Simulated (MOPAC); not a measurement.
MOPAC input (PM3):

```
PM3 PRECISE GNORM=0.05 LET XYZ GEO-OK AUX(PRECISION=9) THREADS=1
HClSi

Si    0.79334700 1   -0.20873300 1    0.74709000 1
H     1.83118100 1   -0.48928700 1   -0.33632000 1
Cl   -0.76106100 1    0.20068000 1   -0.59546700 1
```

Output:

```
 *******************************************************************************
 **                                                                           **
 **                              MOPAC v23.2.5                                **
 **                                                                           **
 *******************************************************************************
 ** MOPAC's Digital Object Identifier: https://doi.org/10.5281/zenodo.6511958 **
 **                                                                           **
 ** Please cite the open-source release paper for use of this MOPAC version:  **
 ** J. E. Moussa and J. J. P. Stewart (2026)                                  **
 ** MOPAC: An open-source semiempirical molecular orbital program             **
 ** J. Open Source Softw., 11(119), 8025, https://doi.org/10.21105/joss.08025 **
 *******************************************************************************

                              PM3 CALCULATION RESULTS

 *******************************************************************************
 *  PM3        - The PM3 Hamiltonian to be used
 *  GEO-OK     - OVERRIDE INTERATOMIC DISTANCE AND OTHER SAFETY CHECKS
 *  LET        - OVERRIDE SOME SAFETY CHECKS
 *  PRECISE    - TIGHTER CRITERIA TO BE USED
 *  XYZ        - CARTESIAN COORDINATE SYSTEM TO BE USED
 *  GNORM      - EXIT WHEN GRADIENT NORM DROPS BELOW 0.050
 *  AUX        - OUTPUT AUXILIARY INFORMATION
 *******************************************************************************
PM3 PRECISE GNORM=0.05 LET XYZ GEO-OK AUX(PRECISION=9) THREADS=1
 HClSi

   ATOM   CHEMICAL          X               Y               Z
  NUMBER   SYMBOL      (ANGSTROMS)     (ANGSTROMS)     (ANGSTROMS)

     1      Si          0.79334700  *  -0.20873300  *   0.74709000  *
     2       H          1.83118100  *  -0.48928700  *  -0.33632000  *
     3      Cl         -0.76106100  *   0.20068000  *  -0.59546700  *

          CARTESIAN COORDINATES

    NO.       ATOM           X           Y           Z

     1        Si          0.7933     -0.2087      0.7471
     2         H          1.8312     -0.4893     -0.3363
     3        Cl         -0.7611      0.2007     -0.5955

  H: (PM3): J. J. P. STEWART, J. COMP. CHEM. 10, 209 (1989).
 Si: (PM3): J. J. P. STEWART, J. COMP. CHEM. 10, 209 (1989).
 Cl: (PM3): J. J. P. STEWART, J. COMP. CHEM. 10, 209 (1989).

           Empirical Formula: H Si Cl  =     3 atoms

      MOLECULAR POINT GROUP   :   Cs

      RHF CALCULATION, NO. OF DOUBLY OCCUPIED LEVELS = 6

          Geometry optimization using EF

          DIAGONAL MATRIX USED AS START HESSIAN

 CYCLE:     1  GRAD.:    28.534 HEAT:  12.94936
 CYCLE:     2  GRAD.:    32.065 HEAT:  12.60766
 CYCLE:     3  GRAD.:     7.141 HEAT:  11.77559
 CYCLE:     4  GRAD.:     3.973 HEAT:  11.72421
 CYCLE:     5  GRAD.:     1.681 HEAT:  11.71068
 CYCLE:     6  GRAD.:     0.488 HEAT:  11.70725
 CYCLE:     7  GRAD.:     0.200 HEAT:  11.70647
 CYCLE:     8  GRAD.:     0.051 HEAT:  11.70634
 CYCLE:     9  GRAD.:     0.005 HEAT:  11.70634

     GRADIENT =  0.00485 IS LESS THAN CUTOFF =  0.05000

 -------------------------------------------------------------------------------
 PM3 PRECISE GNORM=0.05 LET XYZ GEO-OK AUX(PRECISION=9) THREADS=1
 HClSi

     GEOMETRY OPTIMISED USING EIGENVECTOR FOLLOWING (EF).
     SCF FIELD WAS ACHIEVED

                              PM3 CALCULATION
                                                       MOPAC v23.2.5 Linux

          FINAL HEAT OF FORMATION =         11.70634 KCAL/MOL =      48.97931 KJ/MOL

          COSMO AREA              =         94.26 SQUARE ANGSTROMS
          COSMO VOLUME            =         81.60 CUBIC ANGSTROMS

          GRADIENT NORM           =          0.00485          =       0.00280 PER ATOM
          IONIZATION POTENTIAL    =          8.308649 EV
          HOMO LUMO ENERGIES (EV) =         -8.309 -2.022
          NO. OF FILLED LEVELS    =          6
          MOLECULAR WEIGHT        =         64.5464         POINT GROUP:  Cs

          MOLECULAR DIMENSIONS (Angstroms)

            Atom       Atom       Distance
           Cl     3    H     2     2.68781
            H     2   Si     1     1.10376
           Si     1   Cl     3     0.00000

          SCF CALCULATIONS        =         10

   ATOM   CHEMICAL          X               Y               Z
  NUMBER   SYMBOL      (ANGSTROMS)     (ANGSTROMS)     (ANGSTROMS)

     1      Si          0.75423854  *  -0.19847824  *   0.70067817  *
     2       H          1.85447377  *  -0.49534586  *  -0.29525394  *
     3      Cl         -0.73017989  *   0.19257432  *  -0.56108226  *

                             CARTESIAN COORDINATES

   1   Si        0.754238542    -0.198478235     0.700678169
   2    H        1.854473769    -0.495345856    -0.295253938
   3   Cl       -0.730179886     0.192574324    -0.561082264

           Empirical Formula: H Si Cl  =     3 atoms

      MOLECULAR POINT GROUP   :   Cs

                  EIGENVALUES
 -55.70093 -14.75635 -12.34402 -11.49019 -10.96832  -8.30865  -2.02169   0.34114
   1.88084

              NET ATOMIC CHARGES AND DIPOLE CONTRIBUTIONS

  ATOM NO.   TYPE          CHARGE      No. of ELECS.   s-Pop       p-Pop
    1         Si           0.547457        3.4525     1.78522     1.66732
    2          H          -0.262435        1.2624     1.26244
    3         Cl          -0.285022        7.2850     1.96275     5.32227
 DIPOLE           X         Y         Z       TOTAL
 POINT-CHG.     0.645    -0.161     2.983     3.056
 HYBRID         0.399    -0.117    -2.959     2.989
 SUM            1.045    -0.278     0.023     1.081

          ATOMIC ORBITAL ELECTRON POPULATIONS

     Atom    s        px        py        pz
    1 Si   1.78522   0.60355   0.23244   0.83133
    2  H   1.26244
    3 Cl   1.96275   1.71088   1.79056   1.82083

 **********************
 *                    *
 * JOB ENDED NORMALLY *
 *                    *
 **********************

 == MOPAC DONE ==
```

The geometry given is a B3LYP-D3(BJ)/def2-TZVP minimum.
